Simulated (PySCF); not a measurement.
C₂H₇NTe, SMILES CN(C)[TeH] (PBE0/def2-SVP optimised geometry):

```
11

Te    -1.824    -0.586     0.000
H     -1.929     1.083     0.000
N      0.238    -0.586     0.000
C      0.861    -1.078    -1.208
C      0.860    -1.083     1.206
H      1.929    -0.796    -1.196
H      0.817    -2.181    -1.334
H      0.404    -0.616    -2.094
H      0.817    -2.187     1.328
H      1.929    -0.801     1.195
H      0.404    -0.624     2.094
```

Calculation: PBE0/def2-TZVP, def2 effective core potentials past Kr in PySCF.

What are the frontier orbital energies and the dipole moment?

HOMO-2 -9.37 eV, HOMO-1 -6.39 eV, HOMO -6.26 eV, LUMO -1.14 eV, LUMO+1 0.11 eV; dipole moment 0.69 D.

On the same geometry PBE/def2-TZVP, def2 effective core potentials past Kr (PySCF) gives HOMO-2 -8.13 eV, HOMO-1 -5.20 eV, HOMO -5.10 eV, LUMO -2.00 eV, LUMO+1 -0.75 eV; dipole moment 0.73 D.
